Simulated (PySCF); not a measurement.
**Shapes and spin states of PdSe₂⁺**

Level of theory: PBE/[Pd def2-SVP with ECP28, Se def2-SVP], scalar-relativistic core potentials, density fitting, no spin–orbit coupling, PySCF.

Relaxations began from a few typed shapes and spin states; open shells are unrestricted. The search is not exhaustive: other isomers or separated fragments can lie lower, and high-lying points may rest on an excited occupation.

| spin | group | bonds | angles | imaginary modes (cm⁻¹) | ΔE (kJ/mol) | ΔE with ZPE (kJ/mol) |
| --- | --- | --- | --- | --- | --- | --- |
| doublet | Cs | Pd–Se 2.286 Å, Se–Se 2.189 Å | Pd–Se–Se 106.6° | none | 0.0 | 0.0 |
| quartet | C2v | Pd–Se 2.281 Å (×2) | Se–Pd–Se 104.9° | none | 109.0 | 108.8 |
| broken-symmetry Ms = 1/2 (⟨S²⟩ 1.60) | C2v | Pd–Se 2.262 Å (×2) | Se–Pd–Se 107.9° | none | 110.7 | 110.4 |
| doublet | C2v | Pd–Se 2.232 Å (×2) | Se–Pd–Se 114.5° | none | 129.7 | 129.8 |
| doublet | C2v | Pd–Se 2.231 Å (×2) | Se–Pd–Se 115.6° | none | 129.9 | 130.0 |
| doublet | D∞h | Pd–Se 2.260 Å (×2) | Se–Pd–Se 180.0° | 95i, 95i | 175.6 | – |
| sextet | D∞h | Pd–Se 2.427 Å (×2) | Se–Pd–Se 180.0° | none | 182.4 | 180.8 |
| quartet | D∞h | Pd–Se 2.337 Å (×2) | Se–Pd–Se 180.0° | 90i | 198.2 | – |

The lowest minimum found is the doublet Cs: Pd–Se 2.286 Å, Se–Se 2.189 Å; Pd–Se–Se 106.6°.

For the lowest minimum: open d and f shells are described by one determinant, and the ground state may have another occupation or spin.

The electron or spin density has lower symmetry than the nuclear frame for the broken-symmetry Ms = 1/2 (⟨S²⟩ 1.60) C2v at 110.7 kJ/mol, quartet D∞h at 198.2 kJ/mol.
